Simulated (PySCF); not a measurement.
Isomers of C6H9N3.

All values: PBE0/pcSseg-1 (PySCF) at PBE0-D3(BJ)/def2-SVP geometries, gas phase, one conformer each.

Question: Rank by the highest Hirshfeld charge on any atom, highest value first.
A. `[CH3:1][CH2:2][c:3]1[n:4][cH:5][c:6]([CH3:7])[n:8][n:9]1` with C1–C2–C3–N4 57°
B. `[CH2:1]=[CH:2][CH2:3][n:4]1[cH:5][c:6]([CH3:7])[n:8][n:9]1` with C1–C2–C3–N4 -124°, C2–C3–N4–C5 55°
C. `[CH2:1]=[CH:2][n:3]1[n:4][c:5]([CH3:6])[c:7]([CH3:8])[n:9]1` with C1–C2–N3–N4 180°

Answer: A (+0.122 e), C (+0.087 e), B (+0.063 e).

Question: Rank by LUMO energy, lowest first.
A. `[CH2:1]=[CH:2][c:3]1[n:4][n:5]([CH3:6])[n:7][c:8]1[CH3:9]` with C1–C2–C3–N4 0°
B. `[CH2:1]=[CH:2][CH2:3][n:4]1[cH:5][c:6]([CH3:7])[n:8][n:9]1` with C1–C2–C3–N4 -124°, C2–C3–N4–C5 55°
C. `[CH3:1][CH2:2][c:3]1[n:4][cH:5][c:6]([CH3:7])[n:8][n:9]1` with C1–C2–C3–N4 57°

Answer: C (-1.89 eV), A (-0.76 eV), B (-0.41 eV).

Question: Rank by dipole moment, lowest first.
A. `[CH2:1]=[CH:2][c:3]1[n:4][n:5]([CH3:6])[n:7][c:8]1[CH3:9]` with C1–C2–C3–N4 0°
B. `[CH2:1]=[CH:2][CH2:3][n:4]1[cH:5][c:6]([CH3:7])[n:8][n:9]1` with C1–C2–C3–N4 -124°, C2–C3–N4–C5 55°
C. `[CH2:1]=[CH:2][n:3]1[n:4][c:5]([CH3:6])[c:7]([CH3:8])[n:9]1` with C1–C2–N3–N4 180°
D. `[CH3:1][CH2:2][c:3]1[n:4][cH:5][c:6]([CH3:7])[n:8][n:9]1` with C1–C2–C3–N4 57°

Answer: A (0.48 D), C (1.30 D), D (2.64 D), B (4.53 D).

All values together:

```tsv
SMILES	μ (D)	HOMO (eV)	LUMO (eV)	lowest IAO charge (e)	highest IAO charge (e)	lowest Hirshfeld charge (e)	highest Hirshfeld charge (e)
C=Cn1nc(C)c(C)n1	1.30	-6.61	-0.84	-0.429 (C)	+0.175 (H)	-0.135 (N)	+0.087 (N)
C=Cc1nn(C)nc1C	0.48	-6.53	-0.76	-0.429 (C)	+0.175 (H)	-0.142 (N)	+0.095 (N)
CCc1ncc(C)nn1	2.64	-6.71	-1.89	-0.431 (C)	+0.235 (C)	-0.139 (N)	+0.122 (C)
C=CCn1cc(C)nn1	4.53	-7.17	-0.41	-0.428 (C)	+0.182 (H)	-0.150 (N)	+0.063 (H)
```

Conformers: `[CH2:1]=[CH:2][n:3]1[n:4][c:5]([CH3:6])[c:7]([CH3:8])[n:9]1` with C1–C2–N3–N4 180°; `[CH2:1]=[CH:2][c:3]1[n:4][n:5]([CH3:6])[n:7][c:8]1[CH3:9]` with C1–C2–C3–N4 0°; `[CH3:1][CH2:2][c:3]1[n:4][cH:5][c:6]([CH3:7])[n:8][n:9]1` with C1–C2–C3–N4 57°; `[CH2:1]=[CH:2][CH2:3][n:4]1[cH:5][c:6]([CH3:7])[n:8][n:9]1` with C1–C2–C3–N4 -124°, C2–C3–N4–C5 55°.
